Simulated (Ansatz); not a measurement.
HfS₂⁺, relaxed as a quartet with UKS PBE-D4/def2-TZVP in Ansatz, starting from the PBE-D4/def2-TZVP geometry of the charge +1 doublet. Force threshold 0.02 eV/Å.

In the def2 sets Hf takes a core potential; there is no spin–orbit coupling. The relaxation made no stability test and no search for a lower SCF solution. At PBE-D4/def2-TZVP a doublet of charge 1 lies 1.71 eV below the quartet, each at its own geometry. The structure comes from a short search, and lower isomers may exist.

Start:

```csv
atom,x (Å),y (Å),z (Å)
Hf1,0.346,0.461,-0.883
S2,-0.587,-1.503,-0.385
S3,0.241,1.043,1.268
```

| step | energy (eV) | largest force component (eV/Å) | SCF passes |
| --- | --- | --- | --- |
| 1 | -22960.8378 | 3.609 | 21 |
| 2 | -22961.1545 | 1.166 | 31 |
| 3 | -22961.2031 | 0.126 | 28 |
| 4 | -22961.2038 | 0.013 | 22 |

Force components are those of the run's own axes.

End:

```csv
atom,x (Å),y (Å),z (Å)
Hf1,0.407,0.541,-1.037
S2,-0.570,-1.398,-0.213
S3,0.163,0.857,1.251
```

By distances, no bond broke or formed. The bond that changes most is Hf1–S2, from 2.23 to 2.32 Å (atoms count from 1).

No frequencies were taken in this run, so the end may be a saddle point.

Hardware: 4 threads of Arm Neoverse V2 on a shared host. Wall time 4.2 s.
